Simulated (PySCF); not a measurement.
# Cl⁺ (chlorine, charge +1): UHF calculation

Configuration: [Ne] 3s2 3p4, high-spin 3P determinant. Computed with PySCF 2.14 in ANO-RCC-VTZP (5s4p2d1f, 34 functions), with scalar relativity by spin-free X2C-1e.

```json
{
  "Total energy": "-460.465585 hartree",
  "One-electron energy": "-629.1992 hartree",
  "Hartree (Coulomb) energy": "196.1305 hartree",
  "Exchange energy": "-27.3968 hartree",
  "⟨S²⟩": "2.0109",
  "⟨L²⟩": "2.039",
  "Sum of ⟨r⟩": "13.32 bohr",
  "Sum of ⟨r²⟩": "20.60 bohr²",
  "Traceless quadrupole moment −½Σ⟨3z² − r²⟩ along its main axis": "-1.40 e·bohr²",
  "Langevin diamagnetic susceptibility": "-16.3 ×10⁻⁶ cm³/mol"
}
```

```json
{"shell": "1s α", "electrons": "1", "mean orbital energy (hartree)": "-105.74802", "spread (hartree)": "0", "rms radius, mean of both spins (bohr)": "0.105"}
{"shell": "1s β", "electrons": "1", "mean orbital energy (hartree)": "-105.72360", "spread (hartree)": "0", "rms radius, mean of both spins (bohr)": "0.105"}
{"shell": "2s α", "electrons": "1", "mean orbital energy (hartree)": "-11.15466", "spread (hartree)": "0", "rms radius, mean of both spins (bohr)": "0.478"}
{"shell": "2s β", "electrons": "1", "mean orbital energy (hartree)": "-11.12991", "spread (hartree)": "0", "rms radius, mean of both spins (bohr)": "0.478"}
{"shell": "2p α", "electrons": "3", "mean orbital energy (hartree)": "-8.56249", "spread (hartree)": "0.02734", "rms radius, mean of both spins (bohr)": "0.451"}
{"shell": "2p β", "electrons": "3", "mean orbital energy (hartree)": "-8.51819", "spread (hartree)": "0.02055", "rms radius, mean of both spins (bohr)": "0.451"}
{"shell": "3s α", "electrons": "1", "mean orbital energy (hartree)": "-1.60742", "spread (hartree)": "0", "rms radius, mean of both spins (bohr)": "1.61"}
{"shell": "3s β", "electrons": "1", "mean orbital energy (hartree)": "-1.35280", "spread (hartree)": "0", "rms radius, mean of both spins (bohr)": "1.61"}
{"shell": "3p α", "electrons": "3", "mean orbital energy (hartree)": "-0.96816", "spread (hartree)": "0.08336", "rms radius, mean of both spins (bohr)": "1.85"}
{"shell": "3p β", "electrons": "1", "mean orbital energy (hartree)": "-0.86905", "spread (hartree)": "0", "rms radius, mean of both spins (bohr)": "1.85"}
```

Densities and radii are taken from the X2C orbitals without a picture-change correction, which distorts them close to the nucleus.

Spin-orbit constants ζ (cm⁻¹) from the X2C one-electron operator on these orbitals: bare nucleus, nucleus screened by l(l+1)(2l+1)/3 electrons, and screened by the Breit-Pauli mean field of the electrons.

```csv
shell,bare,screened nucleus,mean field
2p,10000,8824,8291
3p,788.2,695.5,645.4
```

To first order the Landé constant is A = -322.7 cm⁻¹, so the lowest level has J = 2 and lies 0.0400 eV below the centre of the term. This holds in LS coupling only.
